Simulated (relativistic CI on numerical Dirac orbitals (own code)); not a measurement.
## Line list: Electric-dipole lines, Ar III

These numbers are calculated, not measured: Dirac-Coulomb-Breit CI, separate exchange-only KLI orbitals for each configuration, a model potential for QED, valence Slater integrals scaled by 0.85, P86 correlation estimate, and configurations built on the next ion tied to the tabulated ionisation energy (semi-empirical) (own radial code, finite nucleus).

Configuration list (outside the closed core [Ne]): 3s²3p⁴, 3s²3p³3d, 3s²3p³4s, 3s²3p³4p, 3s²3p³4d, 3s²3p³5s, 3s²3p³4f, 3s3p⁵, 3p⁶, 3s²3p²3d², 3s3p⁴3d, 3p⁴3d², 3s²3p²3d4s, 3s²3p³5p, 3s²3p²4s², 3s²3p²3d4p, 3s²3p³5d, 3s²3p³5f, 3s²3p³5g, 3s²3p²4s4p, 3s3p⁴4s, 3p⁵3d, 3p⁵4s, 3s²3p²4p². Levels of other configurations are missing.

| λ vac (Å) | Lower | Upper | A (s⁻¹) | log gf | S velocity/length |
| --- | --- | --- | --- | --- | --- |
| 469.34 | 3s²3p⁴ ¹D2 [4] | 3s²3p³3d ¹F°3 [62] | 3.43e+10 | 0.90 | 0.96 |
| 470.62 | 3s²3p⁴ ³P2 [1] | 3s²3p³3d ³D°2 [55] | 8.13e+09 | 0.13 | 0.94 |
| 471.92 | 3s²3p⁴ ³P1 [2] | 3s²3p³3d ³D°1 [56] | 1.25e+10 | 0.10 | 0.94 |
| 472.38 | 3s²3p⁴ ³P2 [1] | 3s²3p³3d ³D°3 [54] | 2.88e+10 | 0.83 | 0.95 |
| 472.92 | 3s²3p⁴ ³P0 [3] | 3s²3p³3d ³D°1 [56] | 1.55e+10 | 0.19 | 0.95 |
| 473.07 | 3s²3p⁴ ³P1 [2] | 3s²3p³3d ³D°2 [55] | 2.07e+10 | 0.54 | 0.95 |
| 479.91 | 3s²3p⁴ ³P2 [1] | 3s²3p³4s ³P°2 [49] | 4.42e+09 | -0.12 | 0.85 |
| 482.45 | 3s²3p⁴ ³P1 [2] | 3s²3p³4s ³P°2 [49] | 2.38e+09 | -0.38 | 0.85 |
| 483.28 | 3s²3p⁴ ¹D2 [4] | 3s²3p³3d ¹D°2 [57] | 2.16e+10 | 0.58 | 0.91 |
| 487.67 | 3s²3p⁴ ³P2 [1] | 3s²3p³3d ³S°1 [43] | 1.28e+10 | 0.14 | 0.84 |
| 490.30 | 3s²3p⁴ ³P1 [2] | 3s²3p³3d ³S°1 [43] | 7.11e+09 | -0.11 | 0.83 |
| 502.60 | 3s²3p⁴ ³P2 [1] | 3s²3p³4s ³D°3 [40] | 4.06e+09 | 0.03 | 0.81 |
| 505.63 | 3s²3p⁴ ³P1 [2] | 3s²3p³4s ³D°2 [39] | 2.49e+09 | -0.32 | 0.81 |
| 506.66 | 3s²3p⁴ ¹D2 [4] | 3s²3p³4s ¹P°1 [53] | 7.14e+09 | -0.08 | 0.84 |
| 532.07 | 3s²3p⁴ ¹D2 [4] | 3s²3p³4s ¹D°2 [42] | 7.56e+09 | 0.21 | 0.78 |
| 550.45 | 3s²3p⁴ ³P2 [1] | 3s²3p³4s ³S°1 [28] | 4.95e+09 | -0.17 | 0.79 |
| 3297.0 | 3s²3p³4s ⁵S°2 [25] | 3s²3p³4p ⁵P3 [46] | 2.03e+08 | 0.37 | 0.82 |
| 3356.4 | 3s²3p³4s ³D°3 [40] | 3s²3p³4p ³F4 [68] | 2.02e+08 | 0.49 | 0.66 |
| 3361.6 | 3s²3p³4s ³D°2 [39] | 3s²3p³4p ³F3 [67] | 1.92e+08 | 0.36 | 0.67 |
| 3642.1 | 3s²3p³4s ¹D°2 [42] | 3s²3p³4p ¹F3 [69] | 1.56e+08 | 0.34 | 0.69 |

Terms are leading LS components. Brackets give the number of a level in order of energy, since labels repeat. The list gives strong lines, with weight on those to low levels, without configurations that were not tied to measured data, among the lowest 300 of 942 levels, so that lines to higher ones, which can be the strongest, are missing, and without lines across small gaps between configurations, and without 199 lines that miss the measured interval by over 3.5 %, start from a term whose rates miss tabulated ones by over 60 %, have gauges far apart or, lacking measured levels, span too small a gap for the errors found; lines with a level outside our table were not tested and can miss by more. Levels whose partners in the same complex of configurations lie outside the list can be far off, and so can their lines. Rates are taken at the computed energies, electric ones in the length gauge. A velocity-to-length ratio far from 1 marks an uncertain rate.

Configurations that consist of the next ion and one excited electron were tied to the tabulated ionisation energy; Rydberg ones are usually within 1,000 to 3,000 cm⁻¹ and the lowest ones within about 6,000 (9,000 in d shells), while levels on excited terms of the next ion carry the error of that term, and the other configurations can be misplaced by 10,000 cm⁻¹ or more. Rates follow the energies as ν³ (E1, M1) or ν⁵ (E2), so rates, branching and lifetimes can be off by large factors. The fine structure of a lone outer electron comes out too small, for d and f at times inverted, and misplaced configurations move strength between like terms. 67 of the 69 excited levels that our extract of the measured tables holds in this range could be paired (the sources list more); they are missed by 2187 cm⁻¹ on average and 10407 at most, and levels without a partner can miss by more.
